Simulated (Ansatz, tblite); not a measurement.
Removing and adding an electron: VCl₃. The state is a triplet with charge 0. Geometry: r2SCAN-D4/def2-SVP. Ansatz, gas phase; energy differences of separate SCF runs; the oxidised species was run as a doublet alone; the reduced species was run as a quartet alone.

```xyz
4

V     0.017    0.051    0.012
Cl    0.668    2.042    0.508
Cl   -2.056   -0.477   -0.297
Cl    1.372   -1.615   -0.224
```

The xTB rows come from tblite. LC-ωPBE has ω = 0.4 bohr⁻¹. B3LYP takes the VWN-RPA correlation. Correlated methods freeze 20 core orbitals; core or outer-core shells of V are correlated, in sets that lack core-valence functions. In CCSD on the charge 1 doublet the largest single amplitude is 0.17, so its Hartree–Fock determinant may place the open shell otherwise than the density functionals do.

(1) Estimate orbital energies and vertical ionisation energies and electron affinities at: GFN1-xTB; GFN2-xTB; HF/def2-TZVP; PBE-D4/def2-TZVP; PBE-D4/def2-TZVPD; revPBE-D4/def2-TZVP; r2SCAN-D4/def2-TZVP; r2SCAN-D4/def2-TZVPD; B3LYP-D4/def2-TZVP; PBE0-D4/def2-TZVP; PBE0-D4/def2-TZVPD; CAM-B3LYP-D4/def2-TZVP; LC-ωPBE/def2-TZVP; PBE-QIDH/def2-TZVP; MP2/def2-TZVP; CCSD(T)/def2-TZVP.

## Answers

(1) 
```tsv
level	−HOMO (eV)	vertical IE (eV)	−LUMO (eV)	vertical EA (eV)	HOMO–LUMO gap (eV)	IE − EA (eV)	remarks
GFN1-xTB	–	14.02	–	8.20	–	5.82	–
GFN2-xTB	–	13.25	–	7.49	–	5.76	–
HF/def2-TZVP	12.38	11.59	0.13	–	12.25	–	spin-contaminated (⟨S²⟩ 0.89) (+1 doublet)
PBE-D4/def2-TZVP	5.63	8.78	5.26	–	0.37	–	–
PBE-D4/def2-TZVPD	5.69	–	5.32	2.21	0.37	–	HOMO above zero (-1 quartet)
revPBE-D4/def2-TZVP	5.60	8.74	5.19	–	0.42	–	–
r2SCAN-D4/def2-TZVP	6.32	9.18	5.11	–	1.20	–	–
r2SCAN-D4/def2-TZVPD	6.34	–	5.14	2.31	1.20	–	HOMO above zero (-1 quartet)
B3LYP-D4/def2-TZVP	7.60	9.52	4.33	–	3.26	–	–
PBE0-D4/def2-TZVP	8.03	9.71	4.15	–	3.88	–	–
PBE0-D4/def2-TZVPD	8.06	–	4.18	2.60	3.88	–	–
CAM-B3LYP-D4/def2-TZVP	9.55	9.98	2.94	–	6.61	–	–
LC-ωPBE/def2-TZVP	10.98	10.31	2.00	–	8.98	–	–
PBE-QIDH/def2-TZVP	–	9.62	–	–	–	–	spin-contaminated (⟨S²⟩ 0.84) (+1 doublet)
MP2/def2-TZVP	–	8.87	–	–	–	–	spin-contaminated (⟨S²⟩ 0.89) (+1 doublet)
CCSD(T)/def2-TZVP	–	9.22	–	–	–	–	spin-contaminated (⟨S²⟩ 0.89) (+1 doublet)
```

Relaxing the reduced species (r2SCAN-D4/def2-SVPD) changes its energy by -0.24 eV at PBE-D4/def2-TZVPD, so the adiabatic electron affinity to this nearest minimum is 2.45 eV. At PBE0-D4/def2-TZVPD it is 2.99 eV. The highest occupied level of the relaxed charge -1 quartet lies above zero (up to 0.06 eV). By energy differences its removal costs 2.45 eV (each at its own geometry, to the charge 0 triplet, at PBE-D4/def2-TZVPD); the vertical value is larger still, so the positive level points to self-interaction error.     A HOMO above zero means that the electron is unbound at that level or that self-interaction error raises the level; the energy of removing that electron tells which. HOMO and LUMO are the levels of the spin that leaves or enters (xTB has no such levels and no spin-polarisation term). Other spin states of the ions may lie lower, which would lower the ionisation energy or raise the affinity. Raw xTB energy differences between charge states are shifted by several eV; the methods need an empirical correction for them.
